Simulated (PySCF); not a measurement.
Species: C7H7FO.
Z-matrix (Å and degrees, GFN2-xTB geometry), rows numbered from 1:
```
C 
O   1  1.4075
C   2  1.3601  1  118.64
C   3  1.3973  2  115.71  1  -179.89
C   4  1.3782  3  120.70  2  -179.87
C   5  1.3848  4  118.86  3     0.04
F   6  1.3524  5  119.22  4   179.91
C   6  1.3795  5  121.54  4    -0.12
C   8  1.3852  6  119.40  5     0.04
H   1  1.0947  2  111.53  3    61.16
H   1  1.0947  2  111.56  3   -61.57
H   1  1.0888  2  105.65  3   179.80
H   4  1.0782  3  118.34  2     0.13
H   5  1.0782  4  121.19  3  -179.98
H   8  1.0785  6  119.91  5  -179.94
H   9  1.0780  3  121.20  2    -0.19
```

The calculation used PBE0/def2-SVPD in PySCF (dipole) on a GFN2-xTB geometry, gas phase.

Masses are those of the commonest isotopes; rigid-rotor values at the optimised geometry. The values belong to one conformer with, in the numbering `[CH3:1][O:2][c:3]1[cH:4][cH:5][c:6]([F:7])[cH:8][cH:9]1`, C1–O2–C3–C4 180°.

Q: What are A, B and C (GHz)?

A: Ia = 101.92, Ib = 519.04, Ic = 617.74 u·Å²; 505379 MHz·u·Å²/I gives 4959, 973.7 and 818.1 MHz, that is A = 4.9587, B = 0.9737, C = 0.8181 GHz.

Q: Classify the top.

A: A near-prolate asymmetric top: κ = (2 × 973.7 − 4959 − 818.1)/(4959 − 818.1) = -0.92.

Q: Is it planar, by Δ = Ic − Ia − Ib?

A: Not planar: Δ = Ic − Ia − Ib = -3.22 u·Å². For a rigid frame Δ = −2 Σ m c², so Σ m c² = 1.61 u·Å² lies off the ab plane, practically all of it from hydrogen. The atom farthest from that plane is 0.89 Å away.

Q: Give the other two planar moments, Paa and Pbb, and the rms extents of the mass along the axes.

A: Paa = Σ m a² = (Ib + Ic − Ia)/2 = 517.43 and Pbb = Σ m b² = (Ia + Ic − Ib)/2 = 100.31 u·Å². With the mass M = 126.05 u, the rms extents √(P/M) along a, b and c are 2.03, 0.89, 0.11 Å.

Q: Give the coordinates in the principal-axis frame, origin at the centre of mass.

A: The sense of each axis is arbitrary; atoms in the order of the calculation.
```
atom  mass (u)   a (Å)   b (Å)   c (Å)
  C1    12.000   3.247   0.562  -0.001
  O2    15.995   2.338  -0.513  -0.002
  C3    12.000   1.006  -0.240   0.001
  C4    12.000   0.160  -1.352   0.001
  C5    12.000  -1.210  -1.194   0.001
  C6    12.000  -1.735   0.087   0.000
  F7    18.998  -3.077   0.250  -0.002
  C8    12.000  -0.921   1.201   0.001
  C9    12.000   0.455   1.038   0.002
 H10     1.008   3.132   1.184   0.893
 H11     1.008   3.135   1.185  -0.894
 H12     1.008   4.237   0.110   0.000
 H13     1.008   0.605  -2.334   0.002
 H14     1.008  -1.870  -2.046   0.002
 H15     1.008  -1.358   2.187   0.001
 H16     1.008   1.081   1.915   0.005
```

Q: Which lines would a microwave search look for?

A: The dipole components are |μa| = 2.30 D, |μb| = 0.90 D, |μc| = 0.00 D; the mirror of this Cs structure is the ab plane, so μc vanishes by symmetry (the 0.01 D computed is a residue) and there are no c-type lines. Intensities carry the squares of the components, which stand as 1.00 : 0.15 (a : b). Some lines, for components of 0.1 D or more:

```csv
type,branch,"J(Ka,Kc)",MHz,lower level (cm⁻¹)
b,R,"3(0,3) ← 2(1,2)",1524,0.307
b,R,"4(0,4) ← 3(1,3)",3507,0.478
a,R,"2(0,2) ← 1(0,1)",3579,0.060
b,Q,"2(1,1) ← 2(0,2)",4301,0.179
b,Q,"3(1,2) ← 3(0,3)",4549,0.358
b,Q,"4(1,3) ← 4(0,4)",4895,0.595
a,R,"3(2,2) ← 2(2,1)",5375,0.721
a,R,"3(1,2) ← 2(1,1)",5606,0.323
a,R,"4(2,3) ← 3(2,2)",7164,0.901
a,R,"4(2,2) ← 3(2,1)",7208,0.901
b,R,"4(1,4) ← 3(0,3)",10463,0.358
b,Q,"4(2,2) ← 4(1,3)",11486,0.759
b,Q,"3(2,1) ← 3(1,2)",11747,0.510
b,Q,"2(2,0) ← 2(1,1)",11960,0.323
b,Q,"3(2,2) ← 3(1,3)",12658,0.478
b,Q,"4(2,3) ← 4(1,4)",12974,0.707
b,R,"2(2,1) ← 1(1,0)",15694,0.198
b,R,"3(2,2) ← 2(1,1)",17331,0.323
b,R,"3(2,1) ← 2(1,2)",17820,0.307
b,R,"4(2,2) ← 3(1,3)",19888,0.478
b,Q,"4(3,1) ← 4(2,2)",20263,1.142
b,Q,"3(3,1) ← 3(2,2)",20317,0.901
```

Whether it is a minimum is left open (no frequencies). No vibrational averaging or centrifugal distortion is included, and the geometry carries the error of its method. A rigid rotor knows nothing of internal rotation, which can split or shift real lines.
